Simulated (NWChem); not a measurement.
# C2H4NO, doublet; SMILES C[N]C=O

```xyz
8

C      0.4308    -1.4479    -0.0638
N     -0.7061    -0.5992     0.0246
C     -0.5095     0.7513    -0.1019
O      0.5037     1.3250     0.2489
H      0.4269    -2.1711     0.7681
H      0.3304    -2.0557    -0.9846
H      1.3869    -0.8985    -0.1010
H     -1.4058     1.2963    -0.4730
```
Atoms are numbered in this order, from 1.

All runs: NWChem. Pople sets run with spherical d functions. Spin-unrestricted. All runs use the structure optimised with PBE0/def2-SVP, spin-unrestricted. No stability test was run on the SCF state. Solvent water, SMD (1 M gas to 1 M solution), gas-phase geometry. Reactions with the solvent are ignored.

| level | basis functions | solvation free energy (kcal/mol) | cavity-dispersion-structure term (kcal/mol) | dipole in solution (D) |
|---|---|---|---|---|
| B3LYP/STO-3G | 24 | -3.0 | 0.3 | 1.44 |
| B3LYP/3-21G | 44 | -6.2 | 0.3 | 2.56 |
| B3LYP/6-31G* | 64 | -6.1 | 0.3 | 2.72 |
| B3LYP/6-31+G* | 80 | -7.4 | 0.3 | 3.08 |
| B3LYP/6-311G** | 96 | [?] | 0.3 | [?] |
| B3LYP/6-311++G** | 116 | -7.4 | 0.3 | 3.08 |

Some entries are withheld; supply them.


- B3LYP/6-311G**, solvation free energy (kcal/mol): -6.7
- B3LYP/6-311G**, dipole in solution (D): 2.82
